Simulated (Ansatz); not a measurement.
CH₃GaO₃, SMILES `O=[CH][Ga]([OH])[OH]`, relaxed with RKS PBE0-D4/def2-TZVP in Ansatz 0.2.0 from a GFN2-xTB geometry. The force threshold is 0.005 eV/Å; the program also tests the step.

The species carries charge 0 and has multiplicity 1.

Start:

```xyz
8

O    -1.643   -1.195   -1.536
C    -0.780   -1.321   -0.733
Ga    0.170    0.312    0.160
O     1.373   -0.270    1.276
O    -0.048    2.035   -0.031
H    -0.407   -2.305   -0.394
H     1.977    0.206    1.841
H    -0.642    2.537   -0.582
```

| step | energy (eV) | largest force (eV/Å) | largest move (Å) |
| --- | --- | --- | --- |
| 1 | -59594.1292 | 1.571 | 0.000 |
| 2 | -59594.2128 | 0.691 | 0.071 |
| 3 (rejected) | -59594.1852 | 1.875 | 0.192 |
| 4 | -59594.2901 | 0.436 | 0.094 |
| 5 | -59594.3146 | 0.783 | 0.097 |
| 6 | -59594.3312 | 0.292 | 0.108 |
| 7 | -59594.3396 | 0.069 | 0.058 |
| 8 | -59594.3408 | 0.047 | 0.024 |
| 9 | -59594.3410 | 0.005 | 0.009 |
| 10 | -59594.3410 | 0.010 | 0.006 |
| 11 (rejected) | -59594.3409 | 0.048 | 0.003 |
| 12 | -59594.3410 | 0.002 | 0.001 |

End:

```xyz
8

O    -1.637   -0.898   -1.530
C    -0.791   -1.237   -0.745
Ga    0.264    0.174    0.247
O     1.528   -0.254    1.421
O    -0.016    1.916   -0.002
H    -0.597   -2.319   -0.572
H     1.953    0.509    1.822
H    -0.705    2.109   -0.642
```

Run time 17 s (2 threads of an AMD EPYC 7R13 on a shared host and a share of an NVIDIA H100 80 GB); peak host memory 0.89 GiB.
